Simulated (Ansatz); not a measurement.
Cost and result for the atomization energy of C2H7F2NSi2 (`C=C[SiH](F)N[SiH2]F`) (14 atoms, 13 bonds).

Cartesian coordinates in Å:
```
C 1.971 0.228 -1.383
C 0.734 0.640 -1.116
Si 0.247 1.130 0.594
F -0.381 2.603 0.590
N -0.929 0.039 1.213
Si -1.604 -1.355 0.490
F -0.684 -2.648 0.692
H 2.732 0.168 -0.609
H 2.282 -0.069 -2.380
H 0.014 0.687 -1.930
H 1.432 1.200 1.480
H -1.190 0.186 2.180
H -2.896 -1.655 1.147
H -1.727 -1.153 -0.969
```

The species carries charge 0 and has multiplicity 1. Geometry: relaxed with PBE0-D4/def2-TZVP. It is one conformer, not always the lowest. Program: Ansatz. All runs use 2 threads of an AMD EPYC 7R13 on a shared host and a share of an NVIDIA H100 80 GB. Times are those of one run each, without the atoms' runs, and a repeat can differ threefold. Electronic energies, without spin–orbit coupling; frozen cores. CCSD(T)/CBS adds CCSD(T) − MP2 in def2-TZVPP to the MP2 limit, and its time is that of the two runs behind it. T1 = 0.012. B3LYP takes the VWN-RPA correlation (the form of Gaussian; ORCA's B3LYP/G).

CCSD(T)/CBS is a level of theory with its own doubt, some kJ/mol a heavy atom from the limit and from the frozen cores, so smaller differences don't rank the functionals.

```csv
level,functions,wall time,atomization (kcal/mol),difference from CCSD(T)/CBS,per bond
PBE0-D4/def2-TZVPP,337,4.1 s,1310.9,-11.4,-0.9
B3LYP-D4/def2-TZVPP (with forces),337,4.4 s,1317.2,-5.1,-0.4
PBE-D4/def2-TZVPP (with forces),337,6.5 s,1332.6,10.3,0.8
r2SCAN-D4/def2-TZVPP (with forces),337,7 s,1317.2,-5.1,-0.4
ωB97X-V/def2-TZVPP,337,7.5 s,1323.2,0.9,0.1
B2PLYP/def2-TZVPP,337,8 s,1305.3,-17.0,-1.3
MP2/def2-QZVPP,635,8 s,1333.6,11.3,0.9
ωB97M-V/def2-TZVPP (with forces),337,12 s,1322.7,0.4,0.0
CCSD(T)/def2-TZVPP,337,12 s,1284.4,-37.9,-2.9
CCSD(T)/CBS(def2),–,20 s,1322.3,0.0,0.0
```

The D4 term adds +13.3 kcal/mol with B3LYP and +7.1 kcal/mol with PBE0; it sums over pairs of atoms, weighted by their polarisabilities, and B3LYP, whose exchange is more repulsive, gets the larger term. From PBE to PBE0 (25 % exact exchange), in def2-TZVPP and without D4, the atomization energy moves by −20.5 kcal/mol: exact exchange takes away binding that semilocal exchange gives to molecules. In def2-TZVPP, CCSD(T) changes the Hartree–Fock value by +307.2 kcal/mol (the triples alone add +18.4 kcal/mol) and MP2 by +333.3 kcal/mol; breaking electron pairs costs correlation energy, which Hartree–Fock lacks.
